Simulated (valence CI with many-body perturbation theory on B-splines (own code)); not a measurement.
Results of a calculation; reference values are marked as such.
# Energy levels of Gd⁴⁹⁺

Method: configuration interaction combined with many-body perturbation theory (CI+MBPT): five valence electrons over a frozen Dirac-Fock core [Ne], a basis of 11 s, 11 p, 10 d, 8 f, 5 g, 2 h functions for each j, with the one-electron correlation potential Σ1 (screened to all orders), the two-electron term Σ2, the three-electron term Σ3, Breit, model QED; selected single and double excitations, second order for the rest, scaled by the run's own slope (own B-spline code, finite nucleus).

The last digits are not significant, and no measured levels were compared; by estimate large intervals hold to a few tenths of a per cent, small ones and those within an open d or f shell to about a per cent. Among the levels kept, up to 3200 cm⁻¹ of a level comes from second order outside the variational space, and about a tenth of that is noise between levels of different J, which matters for small intervals.

Levels 91 to 135 of 167, with energies above the lowest level, (3s^2 3p1/2^2 3p3/2) J=3/2. "Leading %" is the weight of the configuration and term that name the level; weights of strongly mixed levels are sums over their largest components and can fall short, so below about 35 % the name and the second component can differ from the true leading terms, or belong to a minority configuration. In the jj column 3d3/2^4 stands for four electrons in 3d with j = 3/2.

```tsv
No.	Configuration	Term	J	E (eV)	Leading %	Second component	Leading jj
91	3s 3p3 3d	2F°	5/2	708.05	27	11 % 3s 3p3 3d 4G°	3s 3p1/2 3p3/2^2 3d3/2 (89 %)
92	3s 3p3 3d	4G°	11/2	711.56	96		3s 3p1/2 3p3/2^2 3d5/2 (96 %)
93	3s 3p2 3d2	4P	1/2	711.70	45	31 % 3s 3p2 3d2 6D	3s 3p1/2^2 3d3/2^2 (89 %)
94	3s 3p3 3d	4F°	9/2	715.15	50	28 % 3s 3p3 3d 2G°	3s 3p1/2 3p3/2^2 3d5/2 (86 %)
95	3s 3p3 3d	4P°	1/2	716.25	35	21 % 3s 3p3 3d 2S°	3s 3p1/2 3p3/2^2 3d5/2 (75 %)
96	3s 3p3 3d	2P°	1/2	718.59	46	24 % 3s 3p3 3d 4D°	3s 3p1/2 3p3/2^2 3d3/2 (57 %)
97	3s 3p3 3d	4D°	3/2	719.07	24	13 % 3s 3p3 3d 2P°	3s 3p1/2 3p3/2^2 3d3/2 (68 %)
98	3s 3p3 3d	2F°	5/2	720.99	27	23 % 3s 3p3 3d 4D°	3s 3p1/2 3p3/2^2 3d3/2 (48 %)
99	3s 3p3 3d	4D°	5/2	726.92	32	14 % 3s 3p3 3d 4P°	3s 3p1/2 3p3/2^2 3d5/2 (67 %)
100	3s 3p3 3d	4D°	1/2	726.92	40	16 % 3s 3p3 3d 2P°	3s 3p1/2 3p3/2^2 3d3/2 (76 %)
101	3s 3p3 3d	4D°	3/2	727.97	17	12 % 3s 3p3 3d 2D°	3s 3p1/2 3p3/2^2 3d3/2 (56 %)
102	3s 3p3 3d	2D°	3/2	730.96	25	25 % 3s 3p3 3d 4D°	3s 3p1/2 3p3/2^2 3d5/2 (80 %)
103	3s 3p3 3d	2F°	7/2	731.83	51	18 % 3s 3p3 3d 2G°	3s 3p1/2 3p3/2^2 3d5/2 (84 %)
104	3s 3p3 3d	2P°	1/2	734.66	43	29 % 3s 3p3 3d 2S°	3s 3p1/2 3p3/2^2 3d5/2 (44 %)
105	3s 3p3 3d	4D°	5/2	734.90	30	21 % 3s 3p3 3d 2D°	3s 3p1/2 3p3/2^2 3d5/2 (73 %)
106	3s 3p2 3d2	4F	7/2	736.40	27	22 % 3s 3p2 3d2 6G	3s 3p1/2^2 3d3/2 3d5/2 (91 %)
107	3s 3p3 3d	4D°	7/2	740.73	31	13 % 3s 3p3 3d 2F°	3s 3p1/2 3p3/2^2 3d5/2 (81 %)
108	3s 3p2 3d2	6G	5/2	741.66	17	10 % 3s 3p2 3d2 4F	3s 3p1/2^2 3d3/2 3d5/2 (90 %)
109	3s 3p3 3d	2G°	9/2	742.82	64	9 % 3s 3p3 3d 4G°	3s 3p1/2 3p3/2^2 3d5/2 (77 %)
110	3s 3p3 3d	2P°	3/2	742.94	34	12 % 3s 3p3 3d 4S°	3s 3p1/2 3p3/2^2 3d5/2 (74 %)
111	3s 3p3 3d	4D°	5/2	744.55	29	18 % 3s 3p3 3d 2D°	3s 3p1/2 3p3/2^2 3d5/2 (84 %)
112	3s 3p2 3d2	6D	3/2	746.40	34	23 % 3s 3p2 3d2 4P	3s 3p1/2^2 3d3/2 3d5/2 (94 %)
113	3s 3p3 3d	2F°	5/2	750.65	43	18 % 3s 3p3 3d 2D°	3s 3p1/2 3p3/2^2 3d5/2 (86 %)
114	3s 3p3 3d	4D°	7/2	750.97	37	24 % 3s 3p3 3d 2F°	3s 3p1/2 3p3/2^2 3d5/2 (94 %)
115	3s 3p2 3d2	4F	9/2	752.85	29	15 % 3s 3p2 3d2 2G	3s 3p1/2^2 3d3/2 3d5/2 (88 %)
116	3s 3p3 3d	2F°	7/2	754.55	38	9 % 3s 3p3 3d 2G°	3s 3p1/2 3p3/2^2 3d5/2 (77 %)
117	3s 3p2 3d2	2F	5/2	754.63	24	14 % 3s 3p2 3d2 4G	3s 3p1/2^2 3d3/2 3d5/2 (92 %)
118	3s 3p3 3d	2P°	3/2	754.93	41	28 % 3s 3p3 3d 2D°	3s 3p1/2 3p3/2^2 3d5/2 (80 %)
119	3s 3p3 3d	2D°	5/2	757.92	44	17 % 3s 3p3 3d 2F°	3s 3p1/2 3p3/2^2 3d5/2 (84 %)
120	3s 3p2 3d2	2D	3/2	758.38	19	14 % 3s 3p2 3d2 4F	3s 3p1/2^2 3d3/2 3d5/2 (85 %)
121	3s 3p2 3d2	2G	7/2	760.24	28	28 % 3s 3p2 3d2 4H	3s 3p1/2^2 3d3/2 3d5/2 (94 %)
122	3s 3p3 3d	2S°	1/2	762.09	34	16 % 3s 3p3 3d 4D°	3s 3p1/2 3p3/2^2 3d5/2 (68 %)
123	3s 3p3 3d	2D°	3/2	764.03	26	9 % 3s2 3p 3d2 4D°	3s 3p1/2 3p3/2^2 3d5/2 (64 %)
124	3s 3p2 3d2	2P	1/2	764.54	35	22 % 3s 3p2 3d2 4D	3s 3p1/2^2 3d3/2 3d5/2 (86 %)
125	3s2 3p 3d2	2G°	7/2	766.40	27	19 % 3s2 3p 3d2 2F°	3s^2 3p3/2 3d3/2^2 (77 %)
126	3s2 3p 3d2	4F°	5/2	768.19	28	13 % 3s2 3p 3d2 2F°	3s^2 3p3/2 3d3/2^2 (68 %)
127	3s2 3p 3d2	4D°	1/2	769.53	43	18 % 3s 3p3 3d 2P°	3s^2 3p3/2 3d3/2^2 (64 %)
128	3s2 3p 3d2	4F°	3/2	771.77	18	17 % 3s2 3p 3d2 4D°	3s^2 3p3/2 3d3/2^2 (46 %)
129	3s 3p3 3d	2D°	5/2	772.37	32	13 % 3s 3p3 3d 2F°	3s 3p1/2 3p3/2^2 3d5/2 (79 %)
130	3s 3p3 3d	2D°	3/2	774.73	26	16 % 3s 3p3 3d 2P°	3s 3p1/2 3p3/2^2 3d5/2 (70 %)
131	3s2 3p 3d2	4G°	9/2	786.31	44	22 % 3s2 3p 3d2 4F°	3s^2 3p3/2 3d3/2 3d5/2 (79 %)
132	3s2 3p 3d2	4S°	3/2	786.39	16	16 % 3s2 3p 3d2 4P°	3s^2 3p3/2 3d3/2^2 (66 %)
133	3s2 3p 3d2	4G°	11/2	789.54	57	39 % 3s2 3p 3d2 2H°	3s^2 3p3/2 3d3/2 3d5/2 (81 %)
134	3s2 3p 3d2	4F°	7/2	790.96	27	15 % 3s2 3p 3d2 4D°	3s^2 3p3/2 3d3/2 3d5/2 (77 %)
135	3s 3p2 3d2	4F	9/2	792.45	24	13 % 3s 3p2 3d2 2G	3s 3p1/2^2 3d5/2^2 (85 %)
```
